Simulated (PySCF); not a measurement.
Al(F)(NCO)(OH) (CHAlFNO2), SMILES O=C=[N][Al]([OH])[F].

Geometry: B3LYP-D3(BJ)/def2-SVP. The structure was generated by enumeration; whether it is a known compound was not checked. Other conformers were not sampled.

The numbers are results of PySCF 2.14.0 with IEF-PCM-PBE0/def2-SVP, not measurements.

The values are the electrostatic part of the solvation free energy, E(continuum) − E(gas) at the gas-phase geometry, in a cavity of scaled van der Waals radii (PySCF's table); cavitation and dispersion terms are not included. A continuum can't describe solvent molecules that bind to the metal. In vacuum the orbital gap is 8.19 eV. The dipole moment in vacuum is 2.24 D.

```csv
solvent,ε,ΔG(elec) (kcal/mol),dipole (D),gap (eV)
water,78.36,-9.6,2.61,8.51
benzene,2.27,-4.3,2.41,8.35
1-octanol,9.86,[?],[?],[?]
```

Q: Complete the blanks. (Estimate from the structure and the level; the computed values follow.)

A: 
- 1-octanol, ΔG(elec) (kcal/mol): -8.3
- 1-octanol, dipole (D): 2.56
- 1-octanol, gap (eV): 8.47
